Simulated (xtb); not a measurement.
C₃H₃, charge -1, singlet, at a GFN2-xTB geometry; GFN1-xTB (xtb).

Here is a job for xtb.
```
$ xtb mol.xyz --gfn 1 --chrg -1 --opt --json

# file mol.xyz
6

C     -0.00058846    -0.06735310     0.13145175
C      0.01272709     0.42165409     1.28692893
C     -0.00916618    -0.23508926    -1.20054090
H      0.00817204    -0.08669387     2.25254432
H      0.90933867    -0.33006222    -1.78374476
H     -0.93534543    -0.29851433    -1.77583821
```

The log (banner, timings and long lists left out):

```
   ID    Z sym.   atoms
    1    6 C      1-3
    2    1 H      4-6

           -------------------------------------------------
          |                Calculation Setup                |
           -------------------------------------------------

           -------------------------------------------------
          |                 G F N 1 - x T B                 |
           -------------------------------------------------

          ...................................................
          :                      SETUP                      :
          :.................................................:
          :  # basis functions                  18          :
          :  # atomic orbitals                  18          :
          :  # shells                           12          :
          :  # electrons                        16          :
          :  # halogen bonds                     0          :
          :  max. iterations                   250          :
          :  Hamiltonian                  GFN1-xTB          :
          :  restarted?                      false          :
          :  GBSA solvation                  false          :
          :  PC potential                    false          :
          :  electronic temp.          300.0000000     K    :
          :  accuracy                    1.0000000          :
          :  -> integral cutoff          0.2500000E+02      :
          :  -> integral neglect         0.1000000E-07      :
          :  -> SCF convergence          0.1000000E-05 Eh   :
          :  -> wf. convergence          0.2000000E-04 e    :
          :  Broyden damping             0.4000000          :
          :  net charge                         -1          :
          :  unpaired electrons                  0          :
          ...................................................

 iter      E             dE          RMSdq      gap      omega  full diag
   1     -8.1776030 -0.817760E+01  0.109E+01    4.80       0.0  T
   2     -8.2048718 -0.272688E-01  0.635E+00    4.48       1.0  T
   3     -8.2048575  0.143647E-04  0.119E+00    4.38       1.0  T
   4     -8.2052836 -0.426162E-03  0.933E-02    4.44       1.0  T
   5     -8.2052951 -0.114337E-04  0.496E-02    4.45       1.0  T
   6     -8.2052955 -0.407669E-06  0.612E-03    4.44       6.7  T
   7     -8.2052956 -0.103863E-06  0.983E-04    4.44      41.5  T
   8     -8.2052956 -0.934998E-09  0.401E-04    4.44     101.7  T
   9     -8.2052956 -0.391600E-09  0.118E-05    4.44    3447.7  T
  10     -8.2052956 -0.852651E-13  0.311E-07    4.44  100000.0  T

   *** convergence criteria satisfied after 10 iterations ***

         :::::::::::::::::::::::::::::::::::::::::::::::::::::
         ::                     SUMMARY                     ::
         :::::::::::::::::::::::::::::::::::::::::::::::::::::
         :: total energy              -8.037269659716 Eh    ::
         :: gradient norm              0.022669622269 Eh/a0 ::
         :: HOMO-LUMO gap              4.444618165403 eV    ::
         ::.................................................::
         :: SCC energy                -8.205295585184 Eh    ::
         :: -> electrostatic           0.135265541159 Eh    ::
         :: repulsion energy           0.169205179499 Eh    ::
         :: dispersion energy         -0.001179254031 Eh    ::
         :: halogen bond corr.         0.000000000000 Eh    ::
         :: add. restraining           0.000000000000 Eh    ::
         :: total charge              -1.000000000000 e     ::
         :::::::::::::::::::::::::::::::::::::::::::::::::::::

      -----------------------------------------------------------
     |                   =====================                   |
     |                        A N C O P T                        |
     |                   =====================                   |
     |               Approximate Normal Coordinate               |
[...]
 * total energy  :    -8.0372697 Eh     change       -0.1776357E-14 Eh
 * total energy  :    -8.0377129 Eh     change       -0.4432177E-03 Eh
 * total energy  :    -8.0381191 Eh     change       -0.4062365E-03 Eh
 * total energy  :    -8.0383045 Eh     change       -0.1853793E-03 Eh
 * total energy  :    -8.0384313 Eh     change       -0.1267711E-03 Eh
 * total energy  :    -8.0384456 Eh     change       -0.1435586E-04 Eh
 * total energy  :    -8.0384497 Eh     change       -0.4111237E-05 Eh
   *** GEOMETRY OPTIMIZATION CONVERGED AFTER 7 ITERATIONS ***
         :: total energy              -8.038449731429 Eh    ::
[...]
         :: SCC energy                -8.211207930456 Eh    ::
         :: -> electrostatic           0.135123781642 Eh    ::
         :: repulsion energy           0.173933832332 Eh    ::
         :: dispersion energy         -0.001175633304 Eh    ::
         :: halogen bond corr.         0.000000000000 Eh    ::
         :: add. restraining           0.000000000000 Eh    ::
         :: total charge              -1.000000000000 e     ::
         :::::::::::::::::::::::::::::::::::::::::::::::::::::

           -------------------------------------------------
          |                Property Printout                |
           -------------------------------------------------

    * Orbital Energies and Occupations

         #    Occupation            Energy/Eh            Energy/eV
      -------------------------------------------------------------
         1        2.0000           -0.3630710              -9.8797
         2        2.0000           -0.3492821              -9.5044
         3        2.0000           -0.3015477              -8.2055
         4        2.0000           -0.2770447              -7.5388
         5        2.0000           -0.2549133              -6.9365
         6        2.0000           -0.1991439              -5.4190
         7        2.0000           -0.1660554              -4.5186
         8        2.0000           -0.0928544              -2.5267 (HOMO)
         9                          0.0669850               1.8228 (LUMO)
        10                          0.0856455               2.3305
        11                          0.1303863               3.5480
        12                          0.1576996               4.2912
        13                          0.1771548               4.8206
        14                          0.4731105              12.8740
        15                          0.5839893              15.8912
        16                          0.6225271              16.9398
        17                          0.7331838              19.9509
        18                          1.3860918              37.7175
      -------------------------------------------------------------
                  HL-Gap            0.1598394 Eh            4.3495 eV
             Fermi-level           -0.0129347 Eh           -0.3520 eV

  Mulliken/CM5 charges         n(s)   n(p)   n(d)
     1C     0.01828  0.00780   1.109  2.872  0.000
     2C    -0.50436 -0.55464   1.148  3.356  0.000
     3C    -0.41691 -0.51334   0.980  3.437  0.000
     4H    -0.02550  0.02775   1.025  0.000  0.000
     5H    -0.03576  0.01621   1.036  0.000  0.000
     6H    -0.03576  0.01621   1.036  0.000  0.000

Wiberg/Mayer (AO) data.
largest (>0.10) Wiberg bond orders for each atom

 ---------------------------------------------------------------------------
     #   Z sym  total        # sym  WBO       # sym  WBO       # sym  WBO
 ---------------------------------------------------------------------------
     1   6 C    3.977 --     2 C    2.442     3 C    1.519
     2   6 C    3.710 --     1 C    2.442     4 H    0.981     3 C    0.225
     3   6 C    3.709 --     1 C    1.519     6 H    0.969     5 H    0.969
                             2 C    0.225
     4   1 H    1.014 --     2 C    0.981
     5   1 H    1.012 --     3 C    0.969
     6   1 H    1.012 --     3 C    0.969
 ---------------------------------------------------------------------------

Topologies differ in total number of bonds
Writing topology from bond orders to xtbtopo.mol

 dipole moment from electron density (au)
     X       Y       Z
  -0.0097  -0.5191  -0.1696  total (Debye):    1.388

optimized geometry written to: xtbopt.xyz

           -------------------------------------------------
          | TOTAL ENERGY               -8.038449731429 Eh   |
          | GRADIENT NORM               0.000556284972 Eh/α |
          | HOMO-LUMO GAP               4.349451726753 eV   |
           -------------------------------------------------

normal termination of xtb
```
